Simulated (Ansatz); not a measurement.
Input for Ansatz (an electronic-structure program): U-B2PLYP/def2-TZVPP on AlH (SMILES [AlH]), 2S+1 = 1, a spin state set in the input, which need not be the lowest, at the other state's geometry.

Ansatz 0.2 input:
```yaml
crystal:
  periodic: [false, false, false]
  atoms:
    - {symbol: Al, position_ang: [-0.00000000, -0.00000000, -0.11472575]}
    - {symbol: H, position_ang: [0.00000000, 0.00000000, 1.49143473]}
basis:
  gaussian:
    orbitals: def2-TZVPP
hamiltonian:
  xc: {name: B2PLYP}
correlation: {electrons: outside_noble_gas}
magnetization: {spin_polarized: true, initial_magnetization: 0}
```

Program output:

```
WARN ansatz: RAYON_NUM_THREADS=2 ignored (pool sized by the plan → 2); use --threads N
Functional definition: B2PLYP
integrals: 0.01 GiB planned
331 factors; integrals over basis functions are off by at most 1.0e-3 eV
mean field: 0.13 GiB planned
mean field evaluation 1: about -6607.6862 eV, gradient 5.8e0 eV
mean field evaluation 2: about -6607.6856 eV, gradient 5.8e0 eV
mean field evaluation 4: about -6608.0093 eV, gradient 2.4e-1 eV
mean field evaluation 8: about -6608.0097 eV, gradient 1.5e-3 eV
mean field evaluation 16: about -6607.8626 eV, gradient 1.1e0 eV
mean field -6608.00974742 eV, -242.8398791479 hartree, gradient 1.1e-6 eV, S^2 0.000000; 2 other end points of the search recorded, 0 dependent functions left out
5 core orbitals not correlated
reference -6608.00985601 eV, -242.8398831384 hartree; 2, 2 occupied and 49, 49 virtual orbitals, 331 factors
second order -2.14822051 eV of doubles, -0.00000000 eV of singles
Total energy: -6608.58987555 eV, -242.8611984633 hartree
```

The calculation finished and met its thresholds.

Cost: around 0.5 core-seconds (rough).
